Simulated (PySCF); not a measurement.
B3LYP has the VWN-RPA correlation part, as in Gaussian. 

Z-matrix (Å, degrees):
```
B
F 1 1.3554
N 1 1.4116 2 117.61
H 3 1.0033 1 124.26 2 -179.99
H 3 1.0042 4 114.36 1 -179.98
N 1 1.4116 2 117.61 3 180.00
H 6 1.0033 1 124.26 2 -179.99
H 6 1.0042 7 114.36 1 -179.98
```
Charge 0, spin multiplicity 1.

Problem. Estimate the HOMO, total energy and dipole moment that B3LYP-D3(BJ)/def2-TZVP run with PySCF returns for this input.

Solution. 
```json
{
  "HOMO": "-6.91 eV",
  "total_energy": "-236.8760 Ha",
  "dipole_moment": "2.36 D"
}
```
